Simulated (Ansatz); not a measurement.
Ansatz (an electronic-structure program) input (RI-MP2/def2-QZVPPD):
A basis named .json is the Basis Set Exchange file of that set.

Ansatz 0.2 input:
```yaml
crystal:
  periodic: [false, false, false]
  atoms:
    - {symbol: Ga, position_ang: [-1.16580243, 0.11091855, -0.00776526]}
    - {symbol: Br, position_ang: [1.13701180, -0.10817931, 0.00757349]}
    - {symbol: H, position_ang: [-1.69444437, 1.57594444, -0.00149832]}
    - {symbol: H, position_ang: [-1.96109298, -1.22814373, -0.02285076]}
basis:
  gaussian:
    orbitals: def2-QZVPPD.json
    fitting: {mean_field: def2-universal-jkfit, correlation: def2-QZVPPD-RIFIT.json}
magnetization: {spin_polarized: true, initial_magnetization: 2}
correlation: {method: mp2, electrons: outside_noble_gas}
```

End of the output:

```
integrals: 0.37 GiB planned
568 factors; integrals over basis functions are off by at most 2.8e0 eV
758 factors; integrals over basis functions are off by at most 1.3e1 eV
0.97 GiB of device memory are held for the factors and their scratch space
mean field: 1.31 GiB planned
mean field evaluation 1: about -122362.6323 eV, gradient 8.2e0 eV
mean field evaluation 2: about -122363.2829 eV, gradient 4.4e0 eV
mean field evaluation 4: about -122363.4802 eV, gradient 1.2e0 eV
mean field evaluation 8: about -122363.7968 eV, gradient 6.6e-1 eV
mean field evaluation 16: about -122363.7332 eV, gradient 1.7e-6 eV
mean field evaluation 32: about -122363.8140 eV, gradient 4.1e-5 eV
mean field evaluation 64: about -122363.7331 eV, gradient 3.5e-2 eV
mean field evaluation 96: about -122363.7332 eV, gradient 6.4e-3 eV
mean field evaluation 128: about -122362.7169 eV, gradient 9.9e-1 eV
mean field -122363.81404518 eV, -4496.7872249882 hartree, gradient 9.4e-7 eV, S^2 2.023580; 18 other end points of the search recorded, 0 dependent functions left out
28 core orbitals not correlated
reference -122363.81404518 eV, -4496.7872249882 hartree; 7, 5 occupied and 224, 226 virtual orbitals, 758 factors
second order -6.57701445 eV of doubles, -0.00000000 eV of singles
Total energy: -122370.39105963 eV, -4497.0289258112 hartree
```

This state (charge 0, triplet) is run at the relaxed geometry of the species with charge 0 and multiplicity 1, and is a spin state other than that species' own.
